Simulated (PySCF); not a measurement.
# SMILES C=CC/C=C(\C#N)CF, C7H8FN

Geometry:
```csv
atom,x (Å),y (Å),z (Å)
C1,-2.704,0.748,0.756
C2,-1.893,0.765,-0.283
C3,-1.009,-0.388,-0.671
C4,0.421,0.029,-0.583
C5,1.275,-0.400,0.351
C6,0.885,-1.328,1.344
N7,0.578,-2.076,2.157
C8,2.712,0.043,0.449
F9,3.035,0.913,-0.557
H10,-2.785,-0.114,1.398
H11,-3.326,1.590,1.005
H12,-1.816,1.641,-0.913
H13,-1.233,-0.672,-1.704
H14,-1.201,-1.240,-0.017
H15,0.764,0.752,-1.311
H16,2.897,0.562,1.398
H17,3.391,-0.815,0.365
```

Level of theory: PySCF 2.14.0, GIAO PBE/pcSseg-1 magnetisability, rotational g tensor and spin-rotation constants, non-relativistic, gas phase. Geometry: GFN2-xTB.

(1) Give the nuclear spin-rotation constants along the inertial axes (H = +C I·J) beside the isotropic shieldings.

## Answers

(1) Rotational constants 2.1552, 1.0202, 0.7636 GHz. A star marks the isotopologue with that one atom substituted, in its own axes.
| atom | isotope | Caa (kHz) | Cbb (kHz) | Ccc (kHz) | mean (kHz) | σ (ppm) |
| --- | --- | --- | --- | --- | --- | --- |
| N7 | 14N | 0.455 | 0.068 | 0.178 | 0.234 | -60.7 |
| F9 | 19F | 0.264 | 0.619 | 0.220 | 0.368 | 412.4 |
| H10 | 1H | -0.223 | 0.090 | -0.081 | -0.071 | 26.0 |
| H11 | 1H | -0.071 | -0.076 | -0.015 | -0.054 | 26.3 |
| H12 | 1H | -0.224 | 0.096 | -0.081 | -0.070 | 25.6 |
| H13 | 1H | -0.208 | -0.085 | 0.009 | -0.095 | 28.3 |
| H14 | 1H | -0.198 | 0.045 | -0.085 | -0.079 | 28.0 |
| H15 | 1H | -0.184 | 0.100 | -0.092 | -0.059 | 24.8 |
| H16 | 1H | -0.188 | -0.108 | 0.046 | -0.083 | 26.2 |
| H17 | 1H | -0.017 | -0.079 | -0.036 | -0.044 | 26.2 |
| C1 | 13C* | 0.544 | 0.408 | 0.200 | 0.384 | 59.9 |
| C2 | 13C* | 0.571 | 0.459 | 0.215 | 0.415 | 42.6 |
| C3 | 13C* | 0.409 | 0.210 | 0.135 | 0.251 | 136.3 |
| C4 | 13C* | 0.884 | 0.487 | 0.121 | 0.497 | 33.1 |
| C5 | 13C* | 0.707 | 0.385 | 0.143 | 0.412 | 66.5 |
| C6 | 13C* | 0.908 | 0.032 | 0.340 | 0.427 | 64.8 |
| C8 | 13C* | 0.621 | 0.198 | 0.214 | 0.344 | 93.4 |

For the geometry as given, no vibrational averaging.
